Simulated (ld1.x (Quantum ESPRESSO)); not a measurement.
**lutetium: from the effect back to the setting (ultrasoft)**

Base potential:

Lu, ultrasoft, made with ld1.x (Quantum ESPRESSO) 7.5 (LDA (PZ), scalar-relativistic). Core [Kr] 4d10, reference 4f14 5s2 5p6 5d0 6s0 6p0 (charge +3). Waves: 5s (bound): rcut 1.60, rcutus 2.10 bohr; 6s (bound, empty): rcut 1.60, rcutus 2.10 bohr; 5p (bound): rcut 1.75, rcutus 1.90 bohr; 6p (bound, empty): rcut 1.75, rcutus 1.90 bohr; 5d (bound, empty): rcut 2.15, rcutus 2.60 bohr; 5d channel at 1.95 Ry: rcut 2.15, rcutus 2.60 bohr; 4f (bound): rcut 0.70, rcutus 0.90 bohr; 4f channel at -1.95 Ry: rcut 0.70, rcutus 0.90 bohr. Local part: all-electron potential smoothed inside 0.75 bohr (lloc = -1). Core correction: none. Augmentation charge: PSQ, inside the norm-conserving radii.

Cutoffs, loose and tight: the cutoffs (Ry, on a coarse ladder) from which the occupation-weighted sum of valence levels, in a spherical-Bessel basis at the reference potential, stays within 10 and 1 mRy of its value at 400 Ry. They do not see the model core or the augmentation charge, which bear on the density cutoff. Test errors are all-electron minus pseudo excitation energies from the reference, over the configurations 4f14 5s2 5p6 5d1 6s2 6p0; 4f14 5s2 5p6 5d1 6s1 6p0; 4f14 5s2 5p6 5d1 6s0 6p0; 4f13 5s2 5p6 5d2 6s2 6p0; 4f14 5s2 5p6 5d1.5 6s1.5 6p0; 4f14 5s2 5p6 5d1 6s0 6p2; 4f13 5s2 5p6 5d0 6s0 6p0 (two spin-polarised tests are not counted in the largest error); variants that change the core or the reference have their own tests. The largest error is taken over the tests solved by every variant that gives reliable tests at all, those not shown here included: 4f14 5s2 5p6 5d1 6s0 6p0; 4f14 5s2 5p6 5d1 6s1 6p0; 4f14 5s2 5p6 5d1 6s2 6p0.

A file whose overlap is not positive is unfit for use, and its test errors describe a broken file.

Only the p radius is moved (2 further runs of the sweep failed or gave no value and are left out):

```tsv
p radius (bohr)	bound ghosts	largest test error (meV)	median size of the test errors
1.3	p (s not tested, overlap not positive)	-31	15.2 meV
1.44	p (s not tested, overlap not positive)	-31	15.6 meV
1.76	p (s not tested, overlap not positive)	-34	17.5 meV
2.1	not determined (overlap not positive)	-40	40.3 meV
2.38	not determined (overlap not positive)	-56	55.7 meV
```

Task: One more run gave bound ghosts: not determined (overlap not positive); largest test error (meV): -34; median size of the test errors: 26.7 meV. Which value of the p radius was used?

Result: 1.98 bohr. The median size of the test errors moves one way along this sweep, from 15.2 meV at 1.3 to 55.7 meV at 2.38 bohr, which places the run between 1.76 and 2.1 bohr.
